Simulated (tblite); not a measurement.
Compound: C2H12BN2Si2 (doublet state).
Atom-mapped SMILES: `[CH3:1][BH:2][N:3]([SiH3:4])[SiH2:5][N:6][CH3:7]` (hydrogens: H8, H9, H10 on C1; H11 on B2; H12, H13, H14 on Si4; H15, H16 on Si5; H17, H18, H19 on C7)

Computed with GFN2-xTB (tblite), gas phase: L-BFGS steps from a force-field or distance-geometry start until the largest atomic force falls under 0.01 eV/Å.

Step 89: E = -570.2494 eV
```
atom  x, y, z in Å  |  force x, y, z in eV/Å
C1     -1.1307    2.0462    0.0502   -0.008  -0.022   0.020
B2     -1.6684    0.6304   -0.4099   -0.001   0.001   0.051
N3     -1.0124   -0.5682   -0.0816    0.012  -0.023  -0.012
Si4    -1.6522   -2.1246   -0.5587    0.010   0.021   0.004
Si5     0.5152   -0.5700    0.8057   -0.033  -0.011  -0.034
N6      1.6574    0.1525   -0.1950   -0.002  -0.003   0.001
C7      3.0077    0.4739   -0.0642    0.000   0.001   0.007
H8     -0.7874    2.0435    1.0822   -0.012   0.021   0.005
H9     -0.2696    2.3097   -0.5616    0.026  -0.003  -0.014
H10    -1.8653    2.8408   -0.0595    0.002   0.006  -0.007
H11    -2.6490    0.5717   -1.0605    0.016  -0.004  -0.008
H12    -0.5562   -2.9421   -1.0806    0.014  -0.004  -0.009
H13    -2.6566   -1.9232   -1.5973   -0.033  -0.014   0.008
H14    -2.2324   -2.7610    0.6302   -0.004   0.009   0.002
H15     0.2963    0.0847    2.1085   -0.005   0.005  -0.022
H16     0.8410   -1.9801    1.0755    0.003   0.007   0.002
H17     3.5811   -0.3109    0.4453    0.002   0.003  -0.008
H18     3.4356    0.6423   -1.0584    0.015   0.010   0.025
H19     3.1359    1.3937    0.5226   -0.003   0.000  -0.011
```

Step 90: E = -570.2497 eV
```
atom  x, y, z in Å  |  force x, y, z in eV/Å
C1     -1.1300    2.0462    0.0513   -0.020  -0.020   0.014
B2     -1.6675    0.6306   -0.4081   -0.034  -0.016   0.030
N3     -1.0130   -0.5692   -0.0809    0.008  -0.007  -0.016
Si4    -1.6527   -2.1253   -0.5582    0.002   0.014   0.002
Si5     0.5153   -0.5691    0.8036   -0.027  -0.018  -0.030
N6      1.6563    0.1559   -0.1967    0.000  -0.009  -0.006
C7      3.0072    0.4728   -0.0638    0.004   0.009   0.008
H8     -0.7880    2.0451    1.0836   -0.006   0.024   0.007
H9     -0.2694    2.3073   -0.5617    0.035   0.003  -0.010
H10    -1.8649    2.8402   -0.0610    0.008   0.005  -0.004
H11    -2.6482    0.5730   -1.0603    0.031  -0.005   0.003
H12    -0.5543   -2.9398   -1.0813    0.006  -0.004  -0.005
H13    -2.6587   -1.9258   -1.5962   -0.024  -0.012   0.015
H14    -2.2330   -2.7621    0.6311    0.003   0.012  -0.007
H15     0.2969    0.0867    2.1054   -0.005   0.005  -0.013
H16     0.8431   -1.9786    1.0720    0.004   0.000   0.007
H17     3.5796   -0.3123    0.4468   -0.006  -0.001  -0.011
H18     3.4374    0.6419   -1.0568    0.014   0.008   0.024
H19     3.1342    1.3918    0.5239    0.008   0.010  -0.008
```

Step 91: E = -570.2500 eV
```
atom  x, y, z in Å  |  force x, y, z in eV/Å
C1     -1.1293    2.0459    0.0527   -0.016  -0.009   0.002
B2     -1.6669    0.6304   -0.4058   -0.050  -0.019   0.009
N3     -1.0134   -0.5704   -0.0808   -0.001   0.004  -0.018
Si4    -1.6529   -2.1260   -0.5584   -0.007  -0.001  -0.002
Si5     0.5148   -0.5685    0.8014   -0.006  -0.019  -0.018
N6      1.6550    0.1586   -0.1984    0.002  -0.015  -0.012
C7      3.0066    0.4718   -0.0633    0.003   0.015   0.007
H8     -0.7881    2.0476    1.0852   -0.003   0.023   0.006
H9     -0.2685    2.3055   -0.5616    0.028   0.000   0.002
H10    -1.8638    2.8400   -0.0626    0.009   0.003   0.000
H11    -2.6466    0.5738   -1.0601    0.032  -0.006   0.008
H12    -0.5527   -2.9385   -1.0820   -0.005   0.000  -0.002
H13    -2.6618   -1.9286   -1.5950   -0.012  -0.010   0.021
H14    -2.2339   -2.7631    0.6312    0.010   0.015  -0.014
H15     0.2973    0.0882    2.1024   -0.006   0.007  -0.007
H16     0.8453   -1.9767    1.0704    0.004  -0.009   0.010
H17     3.5782   -0.3135    0.4478   -0.012  -0.002  -0.010
H18     3.4389    0.6422   -1.0551    0.013   0.006   0.019
H19     3.1319    1.3905    0.5247    0.017   0.017  -0.001
```

Problem. Estimate the geometry and energy of step 92. (The exact step hangs on the optimiser's Hessian estimate; all steps are aligned on step 91, rigid shifts and turns removed.)

Solution. E = -570.2504 eV, largest force 0.060 eV/Å
```
atom  x, y, z in Å  |  force x, y, z in eV/Å
C1     -1.1295    2.0455    0.0538   -0.006   0.003  -0.011
B2     -1.6678    0.6303   -0.4034   -0.055  -0.021  -0.012
N3     -1.0132   -0.5710   -0.0822   -0.012   0.015  -0.018
Si4    -1.6532   -2.1260   -0.5589   -0.017  -0.016  -0.008
Si5     0.5147   -0.5684    0.7983    0.017  -0.015  -0.003
N6      1.6553    0.1609   -0.1995    0.004  -0.017  -0.016
C7      3.0075    0.4711   -0.0622   -0.001   0.017   0.005
H8     -0.7897    2.0507    1.0865    0.001   0.020   0.008
H9     -0.2682    2.3039   -0.5612    0.021  -0.008   0.014
H10    -1.8632    2.8398   -0.0651    0.003   0.007   0.003
H11    -2.6471    0.5742   -1.0588    0.032  -0.007   0.014
H12    -0.5517   -2.9373   -1.0824   -0.011   0.001  -0.003
H13    -2.6662   -1.9320   -1.5926   -0.003  -0.006   0.021
H14    -2.2344   -2.7626    0.6308    0.013   0.013  -0.010
H15     0.2970    0.0883    2.0994   -0.006   0.007  -0.006
H16     0.8483   -1.9752    1.0685    0.002  -0.017   0.009
H17     3.5778   -0.3151    0.4488   -0.016   0.000  -0.006
H18     3.4420    0.6424   -1.0527    0.011   0.004   0.011
H19     3.1318    1.3898    0.5255    0.024   0.019   0.007
```

The energy changes by -0.0003 eV. The first-order estimate −F·Δx gives -0.0004 eV and the mean of the old and new forces, exact on a quadratic surface, -0.0003 eV. The step makes an angle of 69° with the force vector and moves no atom by more than 0.006 Å.

The cost below is that of the whole relaxation. Hardware: one thread of an Arm Neoverse V1, shared host. Cost: 1.9 s of wall time.
